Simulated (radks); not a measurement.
The numbers below are computed, except where a source is named.
Question: Orbital eigenvalues (eV) of the lanthanum ion La+, [Xe] 5d2, of relativity; Dirac values are averaged over j with weights 2j + 1. Spin-unpolarised spherical Kohn-Sham, PBE, point nucleus unless stated (finite: rms radius 4.855 fm), a radial shooting solver on a logarithmic mesh with Libxc functionals. A level marked "c x" has the speed of light scaled by that factor and shares open shells by 2j + 1; other Dirac levels either fill j = l - 1/2 first or share by 2j + 1.

shell       non-rel.
2p           -5401.5
3s           -1224.9
3p           -1089.2
3d           -836.41
4s           -248.81
4p           -198.61
4d           -110.87
5s           -39.264
5p           -25.802
4f (empty)   -11.033
5d           -7.4425
6s (empty)   -6.9642

Give the values at the level "Dirac, c x 0.85".

Answer: 
shell       Dirac, c x 0.85  change of magnitude (%)
2p                  -5598.4                    +3.64
3s                  -1364.6                   +11.40
3p                  -1133.3                    +4.05
3d                  -818.78                    -2.11
4s                  -279.29                   +12.25
4p                  -206.41                    +3.93
4d                  -105.99                    -4.41
5s                  -44.210                   +12.60
5p                  -26.650                    +3.29
4f (empty)          -7.0238                   -36.34
5d                  -7.0701                    -5.00
6s (empty)          -7.7000                   +10.57
